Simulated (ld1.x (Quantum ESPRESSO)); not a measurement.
Before and after: RRKJ potential for cobalt (Co)

```json
{"Element": "Co", "Generator": "ld1.x (Quantum ESPRESSO) 7.5", "Type": "norm-conserving RRKJ (Kleinman–Bylander form)", "Functional": "PBEsol", "Relativity": "scalar-relativistic", "Frozen core": "[Ar]", "Valence charge": "9", "Reference configuration": "3d7 4s2 4p0", "Partial waves": "4p (bound, empty): rc 3.40 bohr; 3d (bound): rc 0.80 bohr; 4s (bound): rc 1.95 bohr", "Local potential": "the s channel", "Core correction": "none"}
```

Change: wave 3d (bound): rc 0.80 bohr becomes 3d (bound): rc 0.94 bohr.

Cutoffs: the cutoffs (Ry, on a coarse ladder) from which the occupation-weighted sum of valence levels, in a spherical-Bessel basis at the reference potential, stays within 10 and 1 mRy of its value at 400 Ry; they do not see the model core or the augmentation charge, which bear on the density cutoff. Errors are all-electron minus pseudo energies relative to the spin-unpolarised reference configuration.

Predict the effect on cutoff, ghosts and configuration errors.

The potential gets softer (230 Ry and 260 Ry → 180 Ry and 260 Ry); of the 7 tests that both files solve, the error grows in 0 and shrinks in 1 by more than 15 % and 0.3 meV (median size 259.9 → 255.4 meV); neither file shows a bound ghost. A larger radius leaves more room for a smooth pseudo-wave, so fewer plane waves are needed.

```tsv
quantity	base	changed
cutoff, loose	230 Ry	180 Ry
cutoff, tight	260 Ry	260 Ry
loose cutoff by channel (10 mRy a level)	d 200 Ry, s 8 Ry	d 160 Ry, s 8 Ry
bound ghosts	none	none
error for 3d7 4s1 4p0, meV [ΔE 9.05 eV]	-6.1	-5.8
error for 3d7 4s0 4p0, meV [ΔE 25.74 eV]	-4.5	-2.7
error for 3d6 4s0 4p0, meV [ΔE 61.58 eV]	-260	-256
error for 3d7 4s0 4p2, meV [ΔE 9.02 eV]	-3.2	-2.8
error for 3d5 4s0 4p0, meV [ΔE 116.89 eV]	-1779	-1728
error for 3d8 4s1 4p0, meV [ΔE -1.21 eV]	-260	-255
error for 3d6 4s2 4p0, meV [ΔE 15.21 eV]	-390	-380
s: phases at 3.71 bohr within 0.05 rad from the reference energy up to (Ry; the scan ends near 5)	1.1	1.1
p: phases at 3.71 bohr within 0.05 rad from the reference energy up to (Ry; the scan ends near 5)	1.9	1.9
d: phases at 3.71 bohr within 0.05 rad from the reference energy up to (Ry; the scan ends near 5)	0.3	0.3
```
